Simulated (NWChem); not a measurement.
System: C₄H₅NO; SMILES Nc1ccco1

The following NWChem deck was run.

```
start job
memory heap 200 mb stack 900 mb global 1100 mb
geometry units angstroms noautosym nocenter noautoz
  N     -0.035733    -2.028113    -0.072154
  C      0.095344    -0.659513    -0.006945
  C      1.173805     0.185599     0.012683
  C      0.619088     1.508187    -0.005380
  C     -0.730640     1.363931    -0.028061
  O     -1.052262     0.036836    -0.030620
  H      0.780695    -2.534549     0.245858
  H     -0.889285    -2.377471     0.349802
  H      2.222984    -0.097804     0.032234
  H      1.166713     2.448554     0.004331
  H     -1.566701     2.056252    -0.038001
end
basis spherical
  * library 6-31g*
end
dft
  xc b3lyp
  iterations 150
end
property
  shielding
end
task dft property
```

Output (shortened):

```
             Northwest Computational Chemistry Package (NWChem) 7.3.0
             --------------------------------------------------------

                             Geometry "geometry" -> ""
                             -------------------------

 Output coordinates in angstroms (scale by  1.889725989 to convert to a.u.)

  No.       Tag          Charge          X              Y              Z
 ---- ---------------- ---------- -------------- -------------- --------------
    1 N                    7.0000    -0.03573300    -2.02811300    -0.07215400
    2 C                    6.0000     0.09534400    -0.65951300    -0.00694500
    3 C                    6.0000     1.17380500     0.18559900     0.01268300
    4 C                    6.0000     0.61908800     1.50818700    -0.00538000
    5 C                    6.0000    -0.73064000     1.36393100    -0.02806100
    6 O                    8.0000    -1.05226200     0.03683600    -0.03062000
    7 H                    1.0000     0.78069500    -2.53454900     0.24585800
    8 H                    1.0000    -0.88928500    -2.37747100     0.34980200
    9 H                    1.0000     2.22298400    -0.09780400     0.03223400
   10 H                    1.0000     1.16671300     2.44855400     0.00433100
   11 H                    1.0000    -1.56670100     2.05625200    -0.03800100

 Effective nuclear repulsion energy (a.u.)     225.3312419086

                              NWChem Property Module
                              ----------------------

  itol2e modified to match energy
  convergence criterion.

                                 NWChem DFT Module
                                 -----------------

 Summary of "ao basis" -> "ao basis" (spherical)
 ------------------------------------------------------------------------------
       Tag                 Description            Shells   Functions and Types
 ---------------- ------------------------------  ------  ---------------------
 N                           6-31g*                  6       14   3s2p1d
 C                           6-31g*                  6       14   3s2p1d
 O                           6-31g*                  6       14   3s2p1d
 H                           6-31g*                  2        2   2s

  itol2e modified to match energy
  convergence criterion.

            General Information
            -------------------
          SCF calculation type: DFT
          Wavefunction type:  closed shell.
          No. of atoms     :    11
          No. of electrons :    44
           Alpha electrons :    22
            Beta electrons :    22
          Charge           :     0
          Spin multiplicity:     1
          Use of symmetry is: off; symmetry adaption is: off
          Maximum number of iterations: 150
          AO basis - number of functions:    94
                     number of shells:    46
          Convergence on energy requested:  1.00D-07
          Convergence on density requested:  1.00D-05
          Convergence on gradient requested:  5.00D-04

              XC Information
              --------------
                         B3LYP Method XC Potential
                     Hartree-Fock (Exact) Exchange  0.200
                        Slater Exchange Functional  0.800 local
                    Becke 1988 Exchange Functional  0.720 non-local
              Lee-Yang-Parr Correlation Functional  0.810
                  VWN I RPA Correlation Functional  0.190 local

             Grid Information
             ----------------
          Grid used for XC integration:  fine
          Radial quadrature: Mura-Knowles
          Angular quadrature: Lebedev.
          Tag              B.-S. Rad. Rad. Pts. Rad. Cut. Ang. Pts.
          ---              ---------- --------- --------- ---------
          N                   0.65       70          11.0       590
          C                   0.70       70          11.0       590
          O                   0.60       70           9.0       590
          H                   0.35       60          12.0       590
          Grid pruning is: on
          Number of quadrature shells:   720
          Spatial weights used:  Erf1

      Superposition of Atomic Density Guess
      -------------------------------------

 Sum of atomic energies:        -282.18026977

      Non-variational initial energy
      ------------------------------

 Total energy =    -286.092362
 1-e energy   =    -828.666178
 2-e energy   =     317.242574
 HOMO         =      -0.176631
 LUMO         =       0.070904

   convergence    iter        energy       DeltaE   RMS-Dens  Diis-err
 ---------------- ----- ----------------- --------- --------- ---------
 d= 0,ls=0.0,diis     1   -285.2844026020 -5.11D+02  9.78D-03  6.95D-01
 d= 0,ls=0.0,diis     2   -285.3148407800 -3.04D-02  6.09D-03  4.55D-01
 d= 0,ls=0.0,diis     3   -285.3538973175 -3.91D-02  2.95D-03  1.04D-01
 d= 0,ls=0.0,diis     4   -285.3659629518 -1.21D-02  8.81D-04  1.26D-02
 d= 0,ls=0.0,diis     5   -285.3674157617 -1.45D-03  1.68D-04  7.27D-04
  Resetting Diis
 d= 0,ls=0.0,diis     6   -285.3674755996 -5.98D-05  6.82D-05  7.28D-05
 d= 0,ls=0.0,diis     7   -285.3674834451 -7.85D-06  3.77D-05  4.38D-06
 d= 0,ls=0.0,diis     8   -285.3674824293  1.02D-06  2.47D-05  1.34D-05
 d= 0,ls=0.0,diis     9   -285.3674839404 -1.51D-06  2.79D-06  1.14D-07
 d= 0,ls=0.0,diis    10   -285.3674839509 -1.05D-08  1.17D-06  1.76D-08

         Total DFT energy =     -285.367483950903
      One electron energy =     -832.967015921472
           Coulomb energy =      361.406677428040
    Exchange-Corr. energy =      -39.138387366059
 Nuclear repulsion energy =      225.331241908588

 Numeric. integr. density =       44.000002177427

                       DFT Final Molecular Orbital Analysis
                       ------------------------------------

[...]

          -----------------------------------------
          Chemical Shielding Tensors (GIAO, in ppm)
          -----------------------------------------

                                NWChem CPHF Module
                                ------------------

  scftype          =     RHF
  nclosed          =       22
  nopen            =        0
  variables        =     1584
  # of vectors     =        3
  tolerance        = 0.10D-03
  level shift      = 0.00D+00
  max iterations   =       50
  max subspace     =       30

 SCF residual:    4.6002798029130182E-005

Iterative solution of linear equations
  No. of variables     1584
  No. of equations        3
  Maximum subspace       30
        Iterations       50
       Convergence  1.0D-04

   iter   nsub   residual    time
   ----  ------  --------  ---------
     1      3    6.12D-01      69.2
     2      6    3.32D-02      73.5
     3      9    1.61D-03      77.9
     4     12    5.17D-05      82.3

      Atom:    1  N
        Diamagnetic
    326.5638     -1.3812     -1.5512
     -1.3812    335.3913     -5.6111
     -1.5512     -5.6111    310.8201

        Paramagnetic
   -146.4830      4.3363      0.4755
      4.3363    -85.8740      9.2463
      0.4755      9.2463   -115.9231

        Total Shielding Tensor
    180.0808      2.9551     -1.0758
      2.9551    249.5173      3.6352
     -1.0758      3.6352    194.8969

           isotropic =     208.1650
          anisotropy =      62.5678

          Principal Components and Axis System
                 1           2           3
              249.8769    194.7646    179.8536

      1         0.0412     -0.0852      0.9955
      2         0.9970     -0.0614     -0.0465
      3         0.0651      0.9945      0.0824

      Atom:    2  C
        Diamagnetic
    253.2120     -0.0592      1.1109
     -0.0592    268.0486      1.0032
      1.1109      1.0032    225.1298

        Paramagnetic
   -219.6995     31.8841     -1.8678
     31.8841   -264.9042     -0.5736
     -1.8678     -0.5736   -118.7369

        Total Shielding Tensor
     33.5125     31.8250     -0.7569
     31.8250      3.1444      0.4297
     -0.7569      0.4297    106.3929

           isotropic =      47.6833
          anisotropy =      88.0764

          Principal Components and Axis System
                 1           2           3
              106.4009     53.5869    -16.9380

      1        -0.0099      0.8457     -0.5336
      2         0.0011      0.5336      0.8457
      3         1.0000      0.0078     -0.0062

      Atom:    3  C
        Diamagnetic
    267.1596     -1.7812      0.9566
     -1.7812    265.2662      0.0920
      0.9566      0.0920    238.8828

        Paramagnetic
   -188.6491     21.4611     -3.0041
     21.4611   -170.8274     -1.5300
     -3.0041     -1.5300    -74.7557

        Total Shielding Tensor
     78.5105     19.6799     -2.0476
     19.6799     94.4389     -1.4380
     -2.0476     -1.4380    164.1272

           isotropic =     112.3588
          anisotropy =      77.8095

          Principal Components and Axis System
                 1           2           3
              164.2318    107.6084     65.2362

      1        -0.0306      0.5578      0.8294
      2        -0.0292      0.8290     -0.5585
      3         0.9991      0.0413      0.0091

      Atom:    4  C
        Diamagnetic
    262.4699      1.0223      0.3733
      1.0223    267.0350      0.0033
      0.3733      0.0033    238.8078

        Paramagnetic
   -184.3662    -14.2826     -2.2992
    -14.2826   -255.4757     -0.5515
     -2.2992     -0.5515    -76.8629

        Total Shielding Tensor
     78.1038    -13.2602     -1.9259
    -13.2602     11.5593     -0.5483
     -1.9259     -0.5483    161.9449

           isotropic =      83.8693
          anisotropy =     117.1804

          Principal Components and Axis System
                 1           2           3
              161.9896     80.6095      9.0089

      1        -0.0227      0.9818      0.1886
      2        -0.0016     -0.1887      0.9820
      3         0.9997      0.0220      0.0059

      Atom:    5  C
        Diamagnetic
    261.0271      0.0112      0.4270
      0.0112    267.5805     -0.1219
      0.4270     -0.1219    235.3061

        Paramagnetic
   -187.4015     26.3789     -2.0220
     26.3789   -251.3400      0.5921
     -2.0220      0.5921   -118.8375

        Total Shielding Tensor
     73.6256     26.3901     -1.5950
     26.3901     16.2405      0.4702
     -1.5950      0.4702    116.4687

           isotropic =      68.7783
          anisotropy =      71.6292

          Principal Components and Axis System
                 1           2           3
              116.5311     83.8634      5.9403

      1        -0.0409      0.9307     -0.3634
      2        -0.0061      0.3635      0.9316
      3         0.9991      0.0403     -0.0092

      Atom:    6  O
        Diamagnetic
    396.4814     -8.9139      0.8695
     -8.9139    413.2535     -0.3741
      0.8695     -0.3741    380.6604

        Paramagnetic
   -353.7252      9.0985     -4.9994
      9.0985   -419.4338     -6.3229
     -4.9994     -6.3229   -150.7818

        Total Shielding Tensor
     42.7561      0.1846     -4.1299
      0.1846     -6.1803     -6.6969
     -4.1299     -6.6969    229.8786

           isotropic =      88.8181
          anisotropy =     212.0122

          Principal Components and Axis System
                 1           2           3
              230.1596     42.6651     -6.3702

      1        -0.0221      0.9998     -0.0014
      2        -0.0283      0.0008      0.9996
      3         0.9994      0.0221      0.0283

      Atom:    7  H
        Diamagnetic
     35.4727     -8.5744      4.4847
     -8.5744     33.4084     -4.0027
      4.4847     -4.0027     22.4230

        Paramagnetic
     -2.5758      4.3441     -2.8259
      4.3441     -0.4546      1.5977
     -2.8259      1.5977      1.2876

        Total Shielding Tensor
     32.8968     -4.2303      1.6589
     -4.2303     32.9537     -2.4049
      1.6589     -2.4049     23.7107

           isotropic =      29.8537
          anisotropy =      11.8383

          Principal Components and Axis System
                 1           2           3
               37.7459     28.7395     23.0758

      1        -0.6821      0.7272     -0.0766
      2         0.7030      0.6810      0.2048
      3        -0.2011     -0.0858      0.9758

      Atom:    8  H
        Diamagnetic
     36.1463      6.3654     -6.6790
      6.3654     31.0803     -4.2142
     -6.6790     -4.2142     23.9120

        Paramagnetic
     -3.2559     -2.5026      3.6937
     -2.5026      0.1051      1.2462
      3.6937      1.2462      0.4922

        Total Shielding Tensor
     32.8904      3.8628     -2.9853
      3.8628     31.1854     -2.9680
     -2.9853     -2.9680     24.4042

           isotropic =      29.4933
          anisotropy =      11.7843

          Principal Components and Axis System
                 1           2           3
               37.3496     28.1154     23.0151

      1         0.7323     -0.6549      0.1864
      2         0.6073      0.7520      0.2564
      3        -0.3081     -0.0746      0.9484

      Atom:    9  H
        Diamagnetic
     42.4171     -3.9076      0.4665
     -3.9076     27.0495     -0.0607
      0.4665     -0.0607     20.9198

        Paramagnetic
    -12.9354      4.2889     -0.2162
      4.2889      1.3040      0.0457
     -0.2162      0.0457      3.5916

        Total Shielding Tensor
     29.4817      0.3813      0.2503
      0.3813     28.3535     -0.0149
      0.2503     -0.0149     24.5114

           isotropic =      27.4489
          anisotropy =       3.2407

          Principal Components and Axis System
                 1           2           3
               29.6094     28.2388     24.4985

      1         0.9560     -0.2889     -0.0509
      2         0.2897      0.9571      0.0089
      3         0.0461     -0.0232      0.9987

      Atom:   10  H
        Diamagnetic
     29.0526      8.1020      0.1272
      8.1020     39.0282      0.1407
      0.1272      0.1407     21.2992

        Paramagnetic
     -1.9553     -7.6644     -0.1165
     -7.6644    -11.9908     -0.2282
     -0.1165     -0.2282      3.3644

        Total Shielding Tensor
     27.0973      0.4377      0.0107
      0.4377     27.0374     -0.0875
      0.0107     -0.0875     24.6635

           isotropic =      26.2661
          anisotropy =       1.8614

          Principal Components and Axis System
                 1           2           3
               27.5070     26.6313     24.6600

      1         0.7297     -0.6837     -0.0114
      2         0.6835      0.7289      0.0389
      3        -0.0183     -0.0361      0.9992

      Atom:   11  H
        Diamagnetic
     33.9801     -9.1674      0.1803
     -9.1674     34.5355     -0.1467
      0.1803     -0.1467     21.3362

        Paramagnetic
     -7.3222      8.4963     -0.2234
      8.4963     -7.1697      0.1269
     -0.2234      0.1269      1.6499

        Total Shielding Tensor
     26.6579     -0.6711     -0.0431
     -0.6711     27.3658     -0.0198
     -0.0431     -0.0198     22.9861

           isotropic =      25.6699
          anisotropy =       3.1510

          Principal Components and Axis System
                 1           2           3
               27.7706     26.2538     22.9854

      1        -0.5165      0.8562      0.0129
      2         0.8563      0.5165      0.0065
      3         0.0011     -0.0144      0.9999
```

Level: B3LYP/6-31G* (spherical d), GIAO. The geometry was optimised at PBE0/def2-SVP. The printed shielding anisotropy is the first printed principal value minus the mean of the other two.
